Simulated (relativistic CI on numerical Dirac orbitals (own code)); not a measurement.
**Line list: Electric-dipole lines, Er XXXI**

Method of calculation: Dirac-Coulomb-Breit CI, KLI orbitals optimised for each configuration, QED by a radiative potential, unscaled Slater integrals (own radial code, finite nucleus).

CI space (outside the closed core [Ar] 3d10): 4s²4p⁶4d², 4s²4p⁵4d³, 4s²4p⁶4d4f, 4s4p⁶4d³, 4s²4p⁵4d²4f, 4s4p⁶4d²4f, 4s²4p⁶4d5s, 4s²4p⁶4f5s, 4s²4p⁶4d5p, 4s²4p⁶4d5d, 4s²4p⁵4d²5s, 4s²4p⁶4d5f, 4s²4p⁶5s5p, 4s²4p⁶4d5g, 4s4p⁶4d²5s, 4s²4p⁶4d6s, 4s²4p⁶4d6d, 4s²4p⁶4d6g, 4s²4p⁶4f², 4s²4p⁵4f³, 4s4p⁶4f³, 4p⁶4d⁴, 4p⁵4d⁵, 4p⁵4d⁴4f, 4s²4p⁶4f5p, 4s²4p⁵4f²5p, 4s4p⁶4f²5p, 4s²4p⁶5s², 4s²4p⁵4f5s², 4s4p⁶4f5s², 4s²4p⁶5p², 4s²4p⁵4f5p², 4s4p⁶4f5p², 4p⁶4d³5s, 4p⁵4d⁴5s, 4p⁵4d³4f5s, 4s4p⁶4d5s², 4s4p⁵4d4f5s², 4p⁶4d4f5s². Double excitations out of closed p, d and f shells are left out; levels of such configurations are missing from the list, as are those of other unlisted configurations, and high levels can miss mixing partners. These lack a partner that the ground configuration has and come out too high: 4s²4p⁵4d²5s, 4s4p⁶4d²5s.

| λ vac (nm) | Lower | Upper | A (s⁻¹) | gf | Branching (%) |
| --- | --- | --- | --- | --- | --- |
| 5.4730 | 4s²4p⁶4d² ³F2 [1] | 4s²4p⁵4d³ ³D°1 [121] | 1.87e+12 | 2.52e+00 | 56.0 |
| 5.5153 | 4s²4p⁶4d² ³F3 [3] | 4s²4p⁵4d³ ³F°4 [128] | 4.34e+11 | 1.78e+00 | 14.8 |
| 5.5245 | 4s²4p⁶4d² ³F3 [3] | 4s²4p⁵4d³ ³F°3 [127] | 5.01e+11 | 1.61e+00 | 17.4 |
| 5.5653 | 4s²4p⁶4d² ³P2 [4] | 4s²4p⁵4d³ ³S°1 [131] | 2.15e+12 | 2.99e+00 | 66.4 |
| 5.6018 | 4s²4p⁶4d² ³P1 [6] | 4s²4p⁵4d³ ³D°2 [130] | 9.58e+11 | 2.25e+00 | 65.9 |
| 5.6130 | 4s²4p⁶4d² ³P2 [4] | 4s²4p⁵4d³ ³F°3 [127] | 1.13e+12 | 3.73e+00 | 39.0 |
| 5.6230 | 4s²4p⁶4d² ¹G4 [5] | 4s²4p⁵4d³ ³F°4 [128] | 2.47e+12 | 1.05e+01 | 84.2 |
| 5.6326 | 4s²4p⁶4d² ¹G4 [5] | 4s²4p⁵4d³ ³F°3 [127] | 1.17e+12 | 3.88e+00 | 40.4 |
| 5.6512 | 4s²4p⁶4d² ³P0 [2] | 4s²4p⁵4d³ ³D°1 [121] | 1.40e+12 | 2.00e+00 | 41.7 |
| 5.6787 | 4s²4p⁶4d² ³P2 [8] | 4s²4p⁵4d³ ¹D°2 [138] | 1.95e+12 | 4.72e+00 | 99.6 |
| 5.6908 | 4s²4p⁶4d² ³P2 [8] | 4s²4p⁵4d³ ³D°3 [137] | 2.07e+12 | 7.04e+00 | 94.5 |
| 5.6925 | 4s²4p⁶4d² ³F4 [7] | 4s²4p⁵4d³ ¹F°3 [135] | 1.76e+12 | 6.00e+00 | 88.1 |
| 5.7052 | 4s²4p⁶4d² ³F4 [7] | 4s²4p⁵4d³ ¹G°4 [134] | 2.54e+12 | 1.12e+01 | 94.7 |
| 5.7101 | 4s²4p⁶4d² ³F4 [7] | 4s²4p⁵4d³ ³G°5 [133] | 2.17e+12 | 1.17e+01 | 96.8 |
| 5.7128 | 4s²4p⁶4d² ³P2 [8] | 4s²4p⁵4d³ ¹P°1 [136] | 2.52e+12 | 3.70e+00 | 96.5 |
| 5.7217 | 4s²4p⁶4d² ¹S0 [9] | 4s²4p⁵4d³ ¹P°1 [139] | 2.27e+12 | 3.34e+00 | 99.0 |
| 5.7469 | 4s²4p⁶4d² ³F3 [3] | 4s²4p⁵4d³ ³D°2 [119] | 9.59e+11 | 2.37e+00 | 66.3 |
| 5.7957 | 4s²4p⁶4d² ¹G4 [5] | 4s²4p⁵4d³ ³D°3 [123] | 8.02e+11 | 2.83e+00 | 51.0 |
| 5.8448 | 4s²4p⁶4d² ³F2 [1] | 4s²4p⁵4d³ ³F°2 [102] | 2.08e+12 | 5.32e+00 | 94.1 |
| 5.9737 | 4s²4p⁶4d² ³F3 [3] | 4s²4p⁵4d³ ³F°3 [111] | 1.02e+12 | 3.83e+00 | 73.2 |
| 5.9835 | 4s²4p⁶4d² ³F3 [3] | 4s²4p⁵4d³ ³G°4 [110] | 1.27e+12 | 6.15e+00 | 82.3 |
| 6.0141 | 4s²4p⁶4d² ¹G4 [5] | 4s²4p⁶4d4f ¹H°5 [116] | 1.77e+12 | 1.06e+01 | 96.5 |
| 6.0450 | 4s²4p⁶4d² ³P2 [4] | 4s²4p⁵4d³ ³D°2 [114] | 1.01e+12 | 2.78e+00 | 71.1 |
| 6.0876 | 4s²4p⁶4d² ³P1 [6] | 4s²4p⁵4d³ ³P°1 [112] | 1.33e+12 | 2.22e+00 | 73.0 |
| 6.1957 | 4s²4p⁶4d² ³F2 [1] | 4s²4p⁶4d4f ³G°3 [96] | 1.88e+12 | 7.56e+00 | 97.2 |
| 6.3995 | 4s²4p⁶4d² ³P0 [2] | 4s²4p⁶4d4f ³P°1 [97] | 8.82e+11 | 1.62e+00 | 61.0 |
| 6.5704 | 4s²4p⁵4d³ ³H°6 [22] | 4s²4p⁵4d²4f ⁵H7 [337] | 5.80e+11 | 5.63e+00 | 81.1 |
| 6.6156 | 4s²4p⁵4d³ ⁵G°6 [35] | 4s²4p⁵4d²4f ³I7 [389] | 8.23e+11 | 8.10e+00 | 62.0 |
| 6.7012 | 4s²4p⁵4d³ ⁵F°2 [10] | 4s²4p⁵4d²4f ⁵F3 [217] | 5.48e+11 | 2.58e+00 | 84.9 |
| 6.7736 | 4s²4p⁶4d² ¹G4 [5] | 4s²4p⁶4d4f ³G°5 [93] | 2.42e+11 | 1.83e+00 | 82.6 |

Terms are leading LS components. Brackets give the number of a level in order of energy, since labels repeat. The list gives strong lines, with weight on those to low levels, without lines whose two gauges differ by over a factor of 2.5, among the lowest 400 of 7480 levels, so that lines to higher ones, which can be the strongest, are missing. Levels whose partners in the same complex of configurations lie outside the list can be far off, and so can their lines. Rates are taken at the computed energies, electric ones in the length gauge.

At this charge energies of transitions that change n are usually good to better than 1 %, and those within a shell (Δn = 0) to a few per cent. Terms inside the open d or f shell come out 10 to 20 % too wide with unscaled integrals.

LS names give the leading component of a level, which can be under half, so a name can repeat, a term be missing and a line seem to break the LS rules.
